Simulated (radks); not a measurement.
Results of a calculation; reference values are marked as such.
Removal energies from the scandium ion Sc7+, [Ne] 3s2 3p2, by Delta-SCF beside the eigenvalue of the level emptied. Level of theory: scalar-relativistic Kohn-Sham, LDA (Slater exchange, Perdew-Wang correlation), spin-polarised, spherical densities, finite nucleus; Fermi nuclear charge, rms radius of each element as measured or else 0.836 A^(1/3) + 0.57 fm (a radial shooting solver on a logarithmic mesh with Libxc functionals). Open shells are filled with parallel spins first.

| removed from | final configuration | Delta-SCF (eV) | -eigenvalue (eV) |
|---|---|---|---|
| 3p | [Ne] 3s2 3p1 | 158.44 | 147.56 |
| 3s | [Ne] 3s1 3p2 | 176.16 | 166.23 |
| 2p | [He] 2s2 2p5 3s2 3p2 | 554.93 | 523.76 |
| 2s | [He] 2s1 2p6 3s2 3p2 | 635.66 | 607.84 |
